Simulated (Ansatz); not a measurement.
`FB1O[SiH2]1` + `F[Si]Cl` → `ClB1O[SiH2]1` + `F[Si]F` at 700 K and 1 bar (redistribution).

Isolated molecules relaxed with PBE0-D4/def2-TZVP in Ansatz; ΔE leaves out vibrations. CCSD(T)/CBS is the MP2 limit (def2-TZVPP, def2-QZVPP) plus CCSD(T) − MP2 in def2-TZVPP, frozen cores. This one scheme is used for every species.

| species | CCSD(T)/CBS energy (Eh) | H − E (kJ/mol) | S (J/(mol·K)) |
| --- | --- | --- | --- |
| `FB1O[SiH2]1` | -490.11622 | 122.2 | 359.7 |
| `F[Si]Cl` | -848.72390 | 42.9 | 319.9 |
| `ClB1O[SiH2]1` | -850.08552 | 120.2 | 374.4 |
| `F[Si]F` | -488.75686 | 43.9 | 299.4 |

H − E and S are ideal-gas, rigid-rotor, harmonic terms from PBE0-D4/def2-TZVP. 1 Eh = 2625.50 kJ/mol, R = 8.31446 J/(mol·K).

Task: By hand: ΔE, ΔH, ΔS and ΔG.

Result: ΔE = (-850.08552) + (-488.75686) − (-490.11622) − (-848.72390) = -0.00226 Eh = -5.9 kJ/mol. Δ(H − E) = 120.2 + 43.9 − 122.2 − 42.9 = -1.0, so ΔH = -6.9 kJ/mol. ΔS = 374.4 + 299.4 − 359.7 − 319.9 = -5.8 J/(mol·K). ΔG = -6.9 − 700 × (-5.8)/1000 = -2.8 kJ/mol.

Task: By hand: the equilibrium constant, and the temperature at which ΔG would vanish if ΔH and ΔS stayed fixed.

Result: log₁₀ K = −ΔG/(RT ln 10) = 0.2. ΔG = 0 at ΔH/ΔS = 1190 K, though so small a ΔH makes that figure unsure.

TΔS isn't small against ΔH here. The sign of ΔG lies within the doubt. A doubt of 5 kJ/mol in ΔE shifts log₁₀ K by 0.4 here. These are equilibria of isolated gas molecules and say nothing of rates. Largest T1 diagnostic: 0.015 (customary marks: 0.02 for closed shells, 0.045 for open ones).
